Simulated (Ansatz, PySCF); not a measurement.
Process, species as SMILES: FB(F)Cl [chloro(difluoro)borane] + 3 [H][H] (H2) → B (BH3) + Cl (HCl) + 2 F (HF)
Structures are relaxed separately at B3LYP-D3(BJ)/def2-TZVP in Ansatz (a program for electronic structure). Frequencies are from Ansatz or PySCF.
Geometry of the first species:
```
B
F 1 1.3147
F 1 1.3147 2 118.99
Cl 1 1.7478 2 120.50 3 -180.00
```
Charge 0, spin multiplicity 1.

Property: energy of full hydrogenation (enthalpy at 298 K, with B3LYP-D3(BJ) rigid-rotor harmonic-oscillator terms), in kJ/mol. Cores are frozen in the correlated levels unless marked. No spin-orbit coupling. Non-relativistic. Basis-set limits of correlation are two-point, X^-3; Hartree-Fock from the larger set (for Q and 5 zeta extrapolated as (X+1)exp(-9√X)).

```csv
level,program,energy of full hydrogenation (kJ/mol)
HF/aug-cc-pV(T+d)Z,Ansatz,325.3
```

Problem. Predict the CCSD(T)/CBS(cc-pV(Q+d)Z,cc-pV(5+d)Z) result (Ansatz).

Solution. 350.1 kJ/mol, so HF/aug-cc-pV(T+d)Z differs from it by -24.8 kJ/mol.
